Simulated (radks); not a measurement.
Problem. All-electron atom: Cs in [Xe] 4f1 (not the ground configuration). Method: scalar-relativistic Kohn-Sham, LDA (Slater exchange, Perdew-Wang correlation), spin-polarised, spherical densities, finite nucleus; open shells are filled with parallel spins first (spin-orbit coupling, left out, can overturn this in heavy ions); Fermi nuclear charge, rms radius 4.8041 fm; computed with a radial shooting solver on a logarithmic mesh with Libxc functionals. Some entries of the table are withheld. Estimate them.

orbital  occ.  eigenvalue (eV)  <r> (bohr)
1s down     1        -35761.80     0.02613
1s up       1        -35761.80     0.02613
2s down     1        -5613.767      0.1122
2s up       1        -5613.767      0.1122
2p down     3        -5039.239     0.09825
2p up       3        -5039.239     0.09825
3s up       1        -1169.410      0.2995
3s down     1        -1169.410      0.2995
3p up       3        -984.4553      0.2973
3p down     3        -984.4553      0.2973
3d up       5        -712.0990      0.2737
3d down     5        -712.0990      0.2737
4s up       1        -223.2628      0.6950
4s down     1        -223.2628      0.6950
4p up       3        -164.0449      0.7399
4p down     3        -164.0448      0.7399
4d up       5         -77.8118      0.8373
4d down     5         -77.8118      0.8373
5s up       1              (1)       1.733
5s down     1              (2)       1.733
5p up       3         -17.0706       2.069
5p down     3         -17.0702       2.069
4f up       1          -0.4645       17.02
4f down     0          -0.3408       18.01

Solution. 
(1) 5s up eigenvalue (eV): -30.4195
(2) 5s down eigenvalue (eV): -30.4194
